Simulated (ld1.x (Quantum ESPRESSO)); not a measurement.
**tellurium: excitation energies, all-electron against RRKJ**

Te, norm-conserving RRKJ (Kleinman–Bylander form), made with ld1.x (Quantum ESPRESSO) 7.5 (LDA (PZ), fully relativistic). Core [Ar] 3d10 4s2, reference 4p6 4d10 5s1.5 5p4.5. Waves: 5s (bound): rc 1.75 bohr; 4d (bound): rc 1.50 bohr; 4p (bound): rc 0.90 bohr. Local part: the p channel. Core correction: none. rho0 = 0.02.

Open shells are filled in proportion to 2j + 1 (rel_dist='average').

Occupied shells without a wave of their own: 5p. They enter only through the test configuration that unscreens the potential.

Energies are relative to the spin-unpolarised reference configuration 4p6 4d10 5s1.5 5p4.5; without spin polarisation the order of configurations can differ from experiment. The p channel is local and has no spin–orbit splitting in the pseudo-atom.

```csv
valence configuration,charge,ΔE all-electron (eV),error AE − PS (meV)
4p6 4d10 5s2 5p4,0,-4.631,-45
4p6 4d10 5s2 5p3,+1,5.307,-174
4p6 4d10 5s2 5p2,+2,23.506,-370
4p6 4d10 5s1 5p4,+1,15.199,-68
4p6 4d10 5s2 5p3.5,+0.5,-0.635,-101
4p6 4d10 5s2 5p4.3,-0.3,-6.154,-19
```

**Question.** What are ΔE and the potential's error for 4p5 4d10 5s2 5p4?

**Answer.** ΔE = 118.324 eV all-electron; the error (AE − PS) is -228 meV.

The 5p level has no wave, so the channel is fitted at the deeper level alone: the likely source of the large errors.

Note: ghost states, extra bound levels that the all-electron valence spectrum of the same l lacks: p1/2 at -114.9 eV, s at -56.4 eV. A true bound ghost makes a file unfit for plane-wave use. The potential misses its own reference levels by up to 6.7 eV, so it is not fit for use.
